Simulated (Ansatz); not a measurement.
**Ligand exchange: CH6Cl2Si2 + CHCl2I → Si2H3Cl3 + C2H4ClI**

Gas-phase species: CH6Cl2Si2 `C[SiH2][SiH](Cl)Cl`, singlet; CHCl2I (dichloroiodomethane) `ClC(Cl)I`, singlet; Si2H3Cl3 `Cl[SiH2][SiH](Cl)Cl`, singlet; C2H4ClI `CC(Cl)I`, singlet. The partners trade CH3 for Cl: Si–CH3 and C–Cl bonds give way to Si–Cl and C–CH3.

Shapes, held fixed at every level: PBE0-D4/def2-TZVP. Flexible molecules stand in one conformer, not always the lowest. Programs: Ansatz 0.2.0. The zero-point and thermal change to 298 K, harmonic and unscaled (PBE0-D4/def2-TZVP), is +5.7 kJ/mol.

```
                level                    kind  ΔH(298 K) (kJ/mol)  less CCSD(T)/def2-TZVPP  CPU time (sum over the molecules)
     SPW92/def2-TZVPP                     LDA              -124.9                    +13.0                               14 s
    PBE-D4/def2-TZVPP                     GGA              -124.2                    +13.7                               26 s
  B3LYP-D4/def2-TZVPP           global hybrid              -133.3                     +4.6                               53 s
r2SCAN0-D4/def2-TZVPP           global hybrid              -140.2                     -2.3                               55 s
   wB97M-V/def2-TZVPP  range-separated hybrid              -135.1                     +2.8                              2 min
    B2PLYP/def2-TZVPP           double hybrid              -137.2                     +0.7                               57 s
       MP2/def2-TZVPP     perturbation theory              -140.5                     -2.6                                  –
   CCSD(T)/def2-TZVPP   coupled cluster or CI              -137.9                      0.0                                  –
```

The highest level, CCSD(T)/def2-TZVPP, gives ΔH(298 K) = -137.9 kJ/mol; the levels span -140.5 to -124.2. The column of differences is taken from that level and isn't an error. No measured value is set beside it here. For atoms past krypton def2 sets carry core potentials with scalar relativity. Outer-core shells of I are correlated, in sets that cover them unevenly. Times are processor times on shared x86 and Arm servers, and rough.
